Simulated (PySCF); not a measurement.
C8H9: g tensor and hyperfine couplings

Compound: C8H9 (doublet state).
Cartesian coordinates in Å at the GFN2-xTB level; atoms count from 1:
```xyz
17
C8H9 angstrom
C      3.3473   -0.0133   -0.3454
C      1.9197   -0.0055   -0.1196
C      0.7343    0.0001    0.0694
C     -0.6776    0.0047    0.2946
C     -1.6001    1.2401    0.1972
C     -2.4331    0.0095    0.5745
C     -1.3796   -0.4002    1.6102
C     -1.7169   -0.8188   -0.4985
H      3.7532    0.9870   -0.1966
H      3.5607   -0.3346   -1.3646
H      3.8301   -0.6989    0.3507
H     -1.4692    2.0075    0.9538
H     -1.7482    1.6621   -0.7920
H     -1.2339    0.2555    2.4632
H     -1.3300   -1.4487    1.8874
H     -1.6903   -1.8959   -0.3652
H     -1.8734   -0.5387   -1.5356
```

The species is `CC#CC12C[C](C1)C2` [radical].

Method used: UKS B3LYP, pcH-1 on C H, non-relativistic, mean-field spin-orbit, GIAO (PySCF). Isolated species at its GFN2-xTB geometry, gas phase. A GFN2-xTB geometry isn't a minimum of the functional, and hyperfine couplings can be far from their values at a DFT geometry. Stability of the SCF solution: not tested.

```json
{
  "g1, g2, g3": "2.00214, 2.00277, 2.00277",
  "g_iso": "2.00256",
  "Form of g": "axial",
  "⟨S²⟩": "0.7523 (exact 0.7500)",
  "HOMO–LUMO gap, α and β orbitals": "6.52, 5.32 eV"
}
```

Hyperfine couplings atom by atom, in mT; T1 to T3 are the principal values of the dipolar part (MHz turned into mT with g_iso):

| atom | isotope | a_iso | T1 | T2 | T3 | Mulliken spin population |
| --- | --- | --- | --- | --- | --- | --- |
| C1 | 13C | 0.06 | -0.01 | -0.01 | 0.01 | 0.00 |
| C2 | 13C | 0.45 | -0.07 | -0.07 | 0.14 | -0.02 |
| C3 | 13C | 4.72 | -0.15 | -0.15 | 0.29 | 0.07 |
| C4 | 13C | 3.95 | -0.09 | -0.09 | 0.19 | 0.04 |
| C5 | 13C | 0.35 | -0.34 | -0.23 | 0.56 | 0.04 |
| C6 | 13C | 12.08 | -2.38 | -2.38 | 4.75 | 0.82 |
| C7 | 13C | 0.35 | -0.34 | -0.23 | 0.56 | 0.04 |
| C8 | 13C | 0.35 | -0.34 | -0.23 | 0.56 | 0.04 |
| H9 | 1H | -0.06 | -0.01 | -0.01 | 0.02 | 0.00 |
| H10 | 1H | -0.06 | -0.01 | -0.01 | 0.02 | 0.00 |
| H11 | 1H | -0.06 | -0.01 | -0.01 | 0.02 | 0.00 |
| H12 | 1H | -0.09 | -0.22 | -0.13 | 0.35 | 0.00 |
| H13 | 1H | -0.09 | -0.22 | -0.13 | 0.35 | 0.00 |
| H14 | 1H | -0.09 | -0.22 | -0.13 | 0.35 | 0.00 |
| H15 | 1H | -0.09 | -0.22 | -0.13 | 0.35 | 0.00 |
| H16 | 1H | -0.09 | -0.22 | -0.13 | 0.35 | 0.00 |
| H17 | 1H | -0.09 | -0.22 | -0.13 | 0.35 | 0.00 |

The largest Mulliken spin populations are on C6 (+0.82) and C3 (+0.07). C6 is the only atom above +0.15. The angles at C6 add up to 271.3°, so it is pyramidal.

Under fast tumbling the dipolar parts average out, and these isotropic splittings remain: 6 × 1H (H12 (×6), I = 1/2, 7 lines) with 0.09 mT and 3 × 1H (H9/H10/H11, I = 1/2, 4 lines) with 0.06 mT.

The 13C coupling of C6 (338.7 MHz) shows only in satellite lines or after enrichment, since that isotope makes up about 1.07 % of natural carbon.
